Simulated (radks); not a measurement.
Problem. S, 16 electrons, occupied as [Ne] 3s2 3p4. Method: Dirac Kohn-Sham, exchange-only LDA, spin-unpolarised, spherical densities, finite nucleus; open shells fill j = l - 1/2 first; Fermi nuclear charge, rms radius 3.2611 fm; computed with a radial shooting solver on a logarithmic mesh with Libxc functionals. Some entries of the table are withheld. Estimate them.

| orbital | occ. | eigenvalue (eV) | <r^2> (bohr^2) | r(max) (bohr) |
|---|---|---|---|---|
| 1s1/2 | 2 | -2394.729 | (1) | (2) |
| 2s1/2 | 2 | -209.0806 | 0.2758 | 0.3896 |
| 2p1/2 | 2 | (3) | 0.2449 | 0.3244 |
| 2p3/2 | 4 | (4) | 0.2474 | 0.3261 |
| 3s1/2 | 2 | -16.0371 | 3.377 | 1.407 |
| 3p1/2 | 2 | -5.9899 | (5) | 1.599 |
| 3p3/2 | 2 | -5.9057 | (6) | 1.607 |

Solution. 
(1) 1s1/2 <r^2> (bohr^2): 0.01270
(2) 1s1/2 r(max) (bohr): 0.06348
(3) 2p1/2 eigenvalue (eV): -155.6218
(4) 2p3/2 eigenvalue (eV): -154.3638
(5) 3p1/2 <r^2> (bohr^2): 5.342
(6) 3p3/2 <r^2> (bohr^2): 5.400
